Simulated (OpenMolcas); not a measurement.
Al II: from RASSCF to RASPT2

| Property | Result |
| --- | --- |
| Program | OpenMolcas |
| Basis | ANO-RCC-VTZP [5s4p2d1f] |
| Scalar Hamiltonian | DKH2, point nucleus |
| Active space | 2 electrons in 9 orbitals (RAS2 3s 3p; RAS3 3d, at most 2 electrons) |
| State averaging | 2S+1 = 3 even, 3 roots; 2S+1 = 1 even, 7 roots; 2S+1 = 3 odd, 3 roots; 2S+1 = 1 odd, 3 roots |
| Spin-orbit coupling | RASSI with atomic mean-field integrals over the reference wave functions, term energies averaged over their components |

Methods on the same reference wave functions:
A. RASSCF
B. SS-RASPT2, IPEA 0.25 Eh, imaginary shift 0.1 Eh (closed shells correlated: 2s 2p)
C. MS-RASPT2, IPEA 0.25 Eh, imaginary shift 0.1 Eh (closed shells correlated: 2s 2p)

Energies in cm-1 above 3s2 1S0, the measured ground level; measured values from NIST Handbook of Basic Atomic Spectroscopic Data.

```
      Level      A      B      C  Measured
    3s2 1S0    0.0    0.0    0.0       0.0
3s 3p 3P* 0  35374  36730  36790     37393
3s 3p 3P* 1  35424  36790  36840     37454
3s 3p 3P* 2  35526  36890  36940     37578
3s 3p 1P* 1  60288  59740  59800     59852
```

Deviations, from unrounded energies. A percentage is the sum of absolute deviations over the sum of measured energies, with the sign that they share, or ± where signs differ.

```json
{"Against measurement": "mean absolute deviation (cm-1)", "Levels": "4", "A": "1600", "B": "530", "C": "480"}
{"Against measurement": "other configurations (%)", "Levels": "4", "A": "±3.8", "B": "-1.2", "C": "-1.1"}
```

C lies closest to measurement on these levels and A furthest from it. The largest miss of C in the table is 3s 3p 3P* 2, by -640 cm-1. The ranking rests on the paired levels alone, and a cruder setting can come out closer through cancelling errors.

Between B and C the level of the table that moves most is 3s 3p 1P* 1, by 55 cm-1 (lowest in B, highest in C). Moves below CASPT2's spread within the term are not significant.

The lowest spin-free term lies below A's lowest term by 0.213 hartree in B, 0.213 hartree in C.

Active for correlation alone: 3d; no level in the range computed is led by a configuration that fills it, so any true level of that kind is missing. Without dynamic correlation excited terms often stand tens of per cent too high (terms of higher spin than the ground term too low), and those without a measured partner can miss by more than the paired ones (holds for A). Computed and measured levels are paired by configuration, term and J; levels that our copy of the source lacks, or whose pairing is in doubt (as where it misses far off the trend of its configuration), stay unpaired and out of the deviations. Levels of configurations outside the active space are missing. The table leaves out levels that lie high or whose names do not pair safely across all columns.

* marks odd parity.
